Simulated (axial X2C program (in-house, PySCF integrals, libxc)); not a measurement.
## Potential curves of GeP⁺, 2c

All values were computed with an axial X2C code built on PySCF integrals. Two-component (2c) means X2C with spin–orbit coupling and atomic mean-field two-electron Coulomb and Gaunt terms. Basis: Ge dyall-cv3z [9s9p7d4f1g], P dyall-v3z [8s7p2d1f] (cores contracted in-house); Gaussian nuclei, density fitting, unrestricted open shells. Masses: Ge 73.921 u, P 30.974 u.

State: Ω = 1 (⟨Sz⟩ = 1.00, ⟨Lz⟩ = 0.00 at PBE0). Energies in kJ/mol from the lowest point of each curve. Fits are polynomials in 1 − R0/R over 0.85 to 1.23 times the lowest point R0.

| R (Å) | PBE0 |
| --- | --- |
| 2.0123 | 76.06 |
| 2.1048 | 31.24 |
| 2.1742 | 12.12 |
| 2.2436 | 2.41 |
| 2.3130 | 0.00 |
| 2.3940 | 4.18 |
| 2.4749 | 13.87 |
| 2.5790 | 31.89 |
| 2.7062 | 58.94 |
| 2.8913 | 101.80 |

One determinant describes the state; a PBE0 search over occupations chose it and may have missed a lower one. Density functionals use the spin component along the axis (collinear). PBE0 can misorder states that lie within some tenths of an eV, so this need not be the ground state of the molecule. The nearest other 2c determinant of the search, Ω = 2, lies 0.71 eV up at the distance of the search. With several unpaired electrons one determinant need not be a pure state. Open-shell Ω = 0 determinants with evenly filled partner blocks cannot be reached by this program, so the Ω shown need not be the lowest component. This is the Ω = 1 component of a π² triplet; the 0⁺ component is not one determinant and can lie lowest.

Task: Fit the PBE0 curve near its minimum: give the equilibrium distance and the harmonic wavenumber.

Result: At PBE0, 2c: Re = 2.305 Å, ωe ≈ 393 cm⁻¹; Be follows as 0.145 cm⁻¹.
